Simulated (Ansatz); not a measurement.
`O[SiH2]N[SiH3]` + `[NH2][GaH][OH]` → `[NH2][GaH][O][SiH2]O` + `N[SiH3]`  (ligand exchange at the Si–N bond)

Program: Ansatz. Geometries: PBE0-D4/def2-TZVP. ΔE: electronic, gas phase. CCSD(T)/CBS adds triple-zeta CCSD(T) − MP2 to the extrapolated MP2 energy (def2 sets, frozen cores). This one scheme is used for every species. Functionals use def2-TZVPP. B3LYP here is the variant with VWN-RPA as its local correlation; programs differ in this. For Ga outer-core shells are correlated without core-valence functions, which leaves a few kJ/mol of doubt a bond. Scalar relativity is left out up to krypton. Each species was taken in one conformer, which may not be the lowest.

`O[SiH2]N[SiH3]`:

```xyz
11

O     1.222   -1.498   -1.193
Si    0.886   -1.004    0.340
N    -0.556   -0.078    0.488
Si   -0.841    1.526   -0.091
H     0.577   -2.049   -1.637
H     2.066   -0.190    0.698
H     0.706   -2.170    1.247
H    -1.331   -0.545    0.937
H    -1.803    1.560   -1.228
H     0.468    2.056   -0.546
H    -1.394    2.393    0.985
```

`[NH2][GaH][OH]`:

Z-matrix (Å, degrees):
```
N
Ga 1 1.813
H 1 1.005 2 123.2
H 1 1.005 2 124.9 3 180.0
O 2 1.789 1 117.7 3 -180.0
H 2 1.547 1 124.0 3 0.0
H 5 0.959 2 114.5 1 0.0
```

`[NH2][GaH][O][SiH2]O`:

Cartesian coordinates in Å:
```
N -0.250 1.187 -1.593
Ga 0.699 1.583 -0.112
O 0.714 0.263 1.104
Si 0.221 -1.279 1.087
O -1.011 -1.541 0.013
H -0.661 0.275 -1.714
H -0.323 1.770 -2.408
H 1.435 2.899 0.222
H -0.238 -1.641 2.454
H 1.312 -2.170 0.625
H -1.897 -1.346 0.320
```

`N[SiH3]`:

Z-matrix (Å, degrees):
```
Si
N 1 1.720
H 1 1.486 2 107.9
H 1 1.494 2 116.0 3 -120.3
H 1 1.486 2 107.9 3 119.4
H 2 1.007 1 119.6 3 -168.6
H 2 1.007 1 119.6 3 49.2
```

```json
{"level": "PBE-D4", "ΔE (kJ/mol)": "-53.4", "difference from CCSD(T)/CBS": "4.1"}
{"level": "PBE0-D4", "ΔE (kJ/mol)": "-56.3", "difference from CCSD(T)/CBS": "1.2"}
{"level": "B3LYP-D4", "ΔE (kJ/mol)": "-61.4", "difference from CCSD(T)/CBS": "-3.9"}
{"level": "ωB97X-V", "ΔE (kJ/mol)": "-59.3", "difference from CCSD(T)/CBS": "-1.8"}
{"level": "B2PLYP", "ΔE (kJ/mol)": "-60.3", "difference from CCSD(T)/CBS": "-2.8"}
{"level": "r2SCAN", "ΔE (kJ/mol)": "-59.7", "difference from CCSD(T)/CBS": "-2.2"}
{"level": "PBE0", "ΔE (kJ/mol)": "-55.2", "difference from CCSD(T)/CBS": "2.3"}
{"level": "B3LYP", "ΔE (kJ/mol)": "-59.4", "difference from CCSD(T)/CBS": "-1.9"}
{"level": "HF/def2-TZVPP", "ΔE (kJ/mol)": "-67.5", "difference from CCSD(T)/CBS": "-10.0"}
{"level": "MP2/def2-TZVPP", "ΔE (kJ/mol)": "-59.0", "difference from CCSD(T)/CBS": "-1.5"}
{"level": "SCS-MP2/def2-TZVPP", "ΔE (kJ/mol)": "-60.5", "difference from CCSD(T)/CBS": "-3.0"}
{"level": "CCSD(T)/def2-TZVPP", "ΔE (kJ/mol)": "-59.8", "difference from CCSD(T)/CBS": "-2.3"}
{"level": "HF/def2-QZVPP", "ΔE (kJ/mol)": "-67.4", "difference from CCSD(T)/CBS": "-9.9"}
{"level": "MP2/def2-QZVPP", "ΔE (kJ/mol)": "-57.7", "difference from CCSD(T)/CBS": "-0.2"}
{"level": "HF/CBS(def2)", "ΔE (kJ/mol)": "-67.4", "difference from CCSD(T)/CBS": "-9.9"}
{"level": "MP2/CBS(def2)", "ΔE (kJ/mol)": "-56.7", "difference from CCSD(T)/CBS": "0.8"}
{"level": "CCSD(T)/CBS", "ΔE (kJ/mol)": "-57.5", "difference from CCSD(T)/CBS": "0"}
```

Largest T1 diagnostic among the species: 0.014.

In def2-TZVPP, CCSD(T) changes the Hartree–Fock value by +7.6 kJ/mol (the triples alone add +0.9 kJ/mol) and MP2 by +8.4 kJ/mol.
